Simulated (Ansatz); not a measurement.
Consider the hydrogenolysis of the Si–Ga bond: `C#C[SiH2][GaH2]` + H₂ → `C#C[SiH3]` + `[GaH3]`.

Calculated with Ansatz (gas phase, PBE0-D4/def2-TZVP geometries, no zero-point term in ΔE). CCSD(T)/CBS adds triple-zeta CCSD(T) − MP2 to the extrapolated MP2 energy (def2 sets, frozen cores). This one scheme is used for every species. DFT in def2-TZVPP. B3LYP here is the variant with VWN-RPA as its local correlation; programs differ in this. HSE06 is defined as in plane-wave codes. For Ga outer-core shells are correlated without core-valence functions, which leaves a few kJ/mol of doubt a bond. Scalar relativity is left out up to krypton.

`C#C[SiH2][GaH2]`:

Cartesian coordinates in Å:
```
C -0.168 0.387 -2.569
C 0.273 0.119 -1.478
Si 0.863 -0.268 0.205
Ga -0.890 0.006 1.847
H -0.550 0.622 -3.536
H 2.016 0.623 0.513
H 1.367 -1.670 0.213
H -2.348 0.418 1.435
H -0.564 -0.237 3.368
```

H₂:

Cartesian coordinates in Å:
```
H 0.335 -0.095 -0.135
H -0.335 0.095 0.135
```

`C#C[SiH3]`:

```xyz
7

C    -1.231   -1.072   -1.087
C    -0.474   -0.413   -0.419
Si    0.670    0.584    0.592
H    -1.900   -1.654   -1.678
H     0.099    0.760    1.950
H     1.975   -0.115    0.688
H     0.860    1.910   -0.045
```

`[GaH3]`:

```xyz
4

Ga    0.000    0.000    0.000
H    -1.560   -0.149    0.054
H     0.659    0.987   -1.025
H     0.902   -0.838    0.972
```

| level | ΔE (kJ/mol) | difference from CCSD(T)/CBS |
| --- | --- | --- |
| LDA (SPW92) | 6.0 | 6.0 |
| B97M-V | -9.2 | -9.2 |
| B3LYP-D4 | -0.7 | -0.7 |
| ωB97X-V | -6.8 | -6.8 |
| B2PLYP | -8.0 | -8.0 |
| PBE-QIDH | -2.9 | -2.9 |
| PBE0 | 0.0 | 0.0 |
| r2SCAN0 | -2.4 | -2.4 |
| HSE06 | 0.3 | 0.3 |
| BHLYP | -17.4 | -17.4 |
| LC-ωPBE | -8.2 | -8.2 |
| RPA@PBE/def2-TZVPP | -7.2 | -7.2 |
| HF/def2-TZVPP | -33.0 | -33.0 |
| MP2/def2-TZVPP | -2.2 | -2.2 |
| CCSD(T)/def2-TZVPP | -3.8 | -3.8 |
| SCS-MP2/def2-QZVPP | -8.0 | -8.0 |
| CCSD(T)/CBS | 0.0 | 0 |

Largest T1 diagnostic among the species: 0.014.

The D4 term adds +8.9 kJ/mol with B3LYP and +5.0 kJ/mol with PBE0; it sums over pairs of atoms, weighted by their polarisabilities, and B3LYP, whose exchange is more repulsive, gets the larger term. From BLYP to BHLYP (50 % exact exchange), in def2-TZVPP and without D4, ΔE moves by −11.7 kJ/mol.
